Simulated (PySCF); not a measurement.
# How the method changes the shape and vibrations of BClFH2Si

Calculated results; nothing here was measured. The program is PySCF 2.14.0, an open-source quantum chemistry code, run on an isolated molecule that a program drew, which may never have been made. The molecule is BClFH2Si (charge 0, doublet), drawn as the SMILES string `FB([SiH2])Cl`.

The geometry was optimised and harmonic frequencies were computed with HF and MP2, all in the cc-pV(D+d)Z basis, for the commonest isotopes, with a restricted reference for singlets and an unrestricted one otherwise, and a frozen core in MP2. Each result is a local minimum of its method.

Geometry at the HF minimum:
```xyz
6
BClFH2Si, angstrom
F    -2.0728    0.6086   -2.9842
B    -2.0601   -0.6330   -2.5297
Si   -0.3341   -1.5620   -2.0714
Cl   -3.6192   -1.4594   -2.4410
H    -0.4685   -2.7065   -1.1483
H     0.7847   -0.6706   -1.6999
```

Lengths of the bonds as drawn, in Å (atoms numbered as above):
```
bond,HF,MP2
F1-B2,1.322,1.341
B2-Si3,2.013,1.993
B2-Cl4,1.767,1.761
Si3-H5,1.476,1.477
Si3-H6,1.478,1.479
```

Rotational constants, in GHz:
```
constant,HF,MP2
A,6.461,6.294
B,2.763,2.83
C,1.943,1.957
```

Harmonic frequencies in cm^-1, each column in rising order, so a row needn't be the same motion in every method:
| rank | HF | MP2 |
|---|---|---|
| 1 | 177 | 171 |
| 2 | 181 | 209 |
| 3 | 334 | 283 |
| 4 | 406 | ? |
| 5 | 502 | 458 |
| 6 | 564 | 504 |
| 7 | 618 | 580 |
| 8 | 952 | 928 |
| 9 | 1017 | 989 |
| 10 | 1321 | 1276 |
| 11 | 2327 | 2301 |
| 12 | 2343 | 2329 |

**Estimate the missing MP2 frequency from the HF column.**

A single factor s that minimises the squared misfit of MP2 against s times HF over the other rows is sum(HF x MP2) / sum(HF^2) = 0.9811, with an rms misfit of 29 cm^-1. For rank 4 it gives 0.9811 x 406 = 398 cm^-1. The calculation gives 346 cm^-1, 52 cm^-1 below the estimate. The drawn bonds are on average as long in MP2 as in HF.
